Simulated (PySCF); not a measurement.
Job file and geometry (Å, from GFN2-xTB) of an NMR shielding run on `[SiH2]([Si]1(C=C)CC1)SC`, C$_{5}$H$_{12}$SSi$_{2}$, GIAO PBE0/pcSseg-1 NMR shielding, non-relativistic, gas phase in PySCF; density fitting, a coarse starting grid and PySCF grid level 2 are the driver's defaults:

```
$ OMP_NUM_THREADS=1 python probes_run.py task.json out

{"job": {"kind": "nmr", "xc": "PBE0", "basis": "pcSseg-1"}, "charge": 0, "multiplicity": 1}
C     -1.372290     2.322654    -1.108607
C     -1.974798     1.224967    -0.674095
Si    -1.076965    -0.305295    -0.064340
Si     1.187319    -0.619128     0.019600
S      2.103096     1.198019    -0.681556
C      3.848878     0.734648    -0.521073
C     -2.108241    -1.890757    -0.230730
C     -2.096072    -1.318509     1.176824
H     -0.298409     2.407632    -1.140207
H     -1.922708     3.184975    -1.451766
H     -3.058731     1.191606    -0.664299
H      1.735633    -1.677244    -0.839343
H      1.772345    -0.842827     1.347605
H      4.434374     1.588586    -0.845291
H      4.057538    -0.122335    -1.154685
H      4.071182     0.504005     0.516422
H     -1.612700    -2.842500    -0.356225
H     -3.060331    -1.872027    -0.739085
H     -3.039695    -0.940689     1.540946
H     -1.594575    -1.915103     1.924855
```

**Question.** What does the program print?

**Answer.** 
```
coarse grid: 17744 points
cycle   1  E = -1174.0851956833  dE =  7.028e-01  |g| = 5.017e-01  |ddm| = 4.077e+00
cycle   2  E = -1174.0336676386  dE =  5.153e-02  |g| = 6.552e-01  |ddm| = 1.243e+00
cycle   3  E = -1174.1546568079  dE = -1.210e-01  |g| = 9.122e-02  |ddm| = 8.366e-01
cycle   4  E = -1174.1568889064  dE = -2.232e-03  |g| = 3.573e-02  |ddm| = 1.611e-01
cycle   5  E = -1174.1572271349  dE = -3.382e-04  |g| = 9.799e-03  |ddm| = 4.224e-02
cycle   6  E = -1174.1572509366  dE = -2.380e-05  |g| = 3.817e-03  |ddm| = 1.339e-02
cycle   7  E = -1174.1572545527  dE = -3.616e-06  |g| = 1.011e-03  |ddm| = 4.191e-03
final grid: 156104 points
cycle   8  E = -1174.2064977967  dE = -3.485e-05  |g| = 9.184e-03  |ddm| = 2.898e-02
cycle   9  E = -1174.2064846123  dE =  1.318e-05  |g| = 1.150e-02  |ddm| = 1.807e-02
cycle  10  E = -1174.2065187200  dE = -3.411e-05  |g| = 1.590e-03  |ddm| = 1.149e-02
cycle  11  E = -1174.2065194416  dE = -7.217e-07  |g| = 2.829e-04  |ddm| = 2.038e-03
cycle  12  E = -1174.2065194594  dE = -1.777e-08  |g| = 1.057e-04  |ddm| = 3.193e-04
cycle  13  E = -1174.2065194624  dE = -3.038e-09  |g| = 3.203e-05  |ddm| = 1.590e-04
cycle  14  E = -1174.2065194627  dE = -2.569e-10  |g| = 9.751e-06  |ddm| = 3.734e-05
converged SCF energy = -1174.2065194627

GIAO shielding tensors (ppm)
atom      isotropic    diamagn.    paramagn.     s11        s22        s33       span
  0 C       39.051     255.404    -216.353    -93.776     47.220    163.708    257.485
  1 C       45.620     263.205    -217.585    -64.824     47.312    154.373    219.198
  2 Si     505.345     884.633    -379.288    368.810    399.960    747.264    378.454
  3 Si     391.889     881.192    -489.303    339.394    377.141    459.131    119.737
  4 S      729.968    1061.327    -331.359    629.756    638.124    922.024    292.268
  5 C      166.866     249.788     -82.922    153.346    157.107    190.146     36.800
  6 C      183.603     258.244     -74.642    163.123    181.975    205.710     42.587
  7 C      183.362     257.781     -74.418    162.782    181.818    205.487     42.705
  8 H       24.981      33.954      -8.973     21.569     24.568     28.806      7.237
  9 H       25.215      28.479      -3.264     22.130     24.379     29.137      7.007
 10 H       25.944      30.765      -4.821     23.826     24.105     29.902      6.076
 11 H       27.039      30.575      -3.536     22.885     26.009     32.223      9.338
 12 H       27.069      30.800      -3.731     22.948     26.038     32.221      9.273
 13 H       29.455      28.003       1.453     23.421     26.435     38.509     15.088
 14 H       29.654      28.890       0.764     24.146     27.542     37.274     13.128
 15 H       29.678      29.240       0.438     24.191     27.586     37.258     13.066
 16 H       31.223      32.621      -1.398     26.061     27.237     40.371     14.310
 17 H       30.880      31.776      -0.896     25.714     26.809     40.116     14.402
 18 H       30.887      32.030      -1.142     25.730     26.814     40.118     14.388
 19 H       31.194      32.854      -1.660     26.048     27.205     40.329     14.281
```

**Question.** Turn these shieldings into chemical shifts. References, each an isolated molecule treated in the same way: TMS for 13C (186.93 ppm) and 29Si (349.16 ppm) and 1H (31.72 ppm); 33S (503.73 ppm) against CS2.

**Answer.** Averaging equivalent atoms: C 0: 147.9; C 1: 141.3; C 5: 20.1; C 6/7: 3.4; Si 3: -42.7; Si 2: -156.2; S 4: -226; H 8: 6.74; H 9: 6.50; H 10: 5.77; H 11/12: 4.66; H 13/14/15: 2.12; H 17/18: 0.83; H 16/19: 0.51 ppm. 

Size and cost of the density-fitted run: 217 basis functions, 2.5 min wall time on 1 thread of an Intel Xeon, shared host; peak memory 1 GiB.
